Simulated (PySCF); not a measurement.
A calculated (PBE0, PySCF 2.14, x2c-QZVPPall, the spin-free X2C one-electron Hamiltonian (Gaussian nucleus)) atom or ion has these occupied shells.

```tsv
shell	electrons	orbital energy (eV)	rms radius, mean of both spins (bohr)
1s α	1	-13392.3	0.0492
1s β	1	-13391.9	0.0492
2s α	1	-1781.0	0.205
2s β	1	-1780.7	0.205
2p α	3	-1572.8	0.183
2p β	3	-1572.5	0.183
3s α	1	-273.82	0.590
3s β	1	-273.16	0.590
3p α	3	-207.45	0.609
3p β	3	-206.83	0.609
3d α	5	-97.458	0.652
3d β	5	-96.879	0.652
4s α	1	-46.749	1.68
4p α	3	-31.831	1.96
4p β	1	-28.287	1.96
```

(1) Name the element and its charge.

Answers

(1) Br²⁺ (bromine, charge +2), in [Ar] 3d10 4s1 4p4, high-spin 4P determinant (an excited configuration).
